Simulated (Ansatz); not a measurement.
AgBrF3P: where a starting geometry ends

The starting geometry of this gas-phase singlet was optimised with GFN2-xTB.

```yaml
atoms:
  - { symbol: Ag, position_ang: [1.9234, 0.1191, -1.4658] }
  - { symbol: Br, position_ang: [2.9119, 2.2401, -1.6569] }
  - { symbol: F, position_ang: [-0.2279, -2.4114, -0.1643] }
  - { symbol: F, position_ang: [0.0639, -2.7589, -2.4584] }
  - { symbol: F, position_ang: [1.7332, -3.4118, -0.9557] }
  - { symbol: P, position_ang: [0.8730, -2.1218, -1.2605] }
```

Problem. Predict what becomes of its bonds when it is optimised with PBE0-D4/def2-SVP.

Solution. It keeps its bonds.

The energy falls by 0.19 eV over 5 steps:

```tsv
step	E − E(last) (eV)
1	0.186
2	0.025
3	0.003
4	0.000
5	0.000
```

Final geometry (Å):

| atom | x (Å) | y (Å) | z (Å) |
| --- | --- | --- | --- |
| Ag | 1.8533 | -0.0258 | -1.4513 |
| Br | 2.8656 | 2.1342 | -1.6481 |
| F | -0.2112 | -2.3227 | -0.1438 |
| F | 0.0887 | -2.6782 | -2.4998 |
| F | 1.8049 | -3.3429 | -0.9571 |
| P | 0.8762 | -2.1092 | -1.2615 |

The end wasn't checked by frequencies. Atoms past krypton carry core potentials, without spin–orbit terms. Run with Ansatz 0.2.0, 23 s on 2 threads of Arm Neoverse V1, on a shared host.
